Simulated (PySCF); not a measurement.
# Excitation energy of Pr²⁺ by level of theory

Pr²⁺ [Xe] 4f3 (high-spin determinant) → Pr²⁺ [Xe] 4f2 6s1 (high-spin determinant), as a difference of total energies. Computed with PySCF 2.14 in x2c-TZVPPall with one added diffuse shell each of s, p, d, f type (12s8p8d5f2g, 129 functions), with scalar relativity by spin-free X2C-1e. Correlated levels: valence: [Kr] 4d10 frozen; valence and next inner shell: [Ar] 3d10 frozen. The calculations carry no spin-orbit coupling.

```
                                method  excitation energy (eV)
                                   UHF                   2.248
                                   LDA                   4.447
                                   PBE                   4.444
                                  PBE0                   4.093
                                r2SCAN                   4.793
                         MP2 (valence)                   2.846
                     SCS-MP2 (valence)                   2.638
    MP2 (valence and next inner shell)                   2.924
SCS-MP2 (valence and next inner shell)                   2.737
```

**Question.** How much does correlation contribute at MP2 (valence and next inner shell)?

**Answer.** 2.924 − (2.248) = 0.676 eV, measured against UHF.

A first-order spin-orbit estimate (lowest level to lowest level, LS coupling) adds 0.016 eV.

The determinant of the upper state and of the lower state mixes LS terms, which raises its energy above the lowest term, most at the Hartree-Fock and MP2 levels.
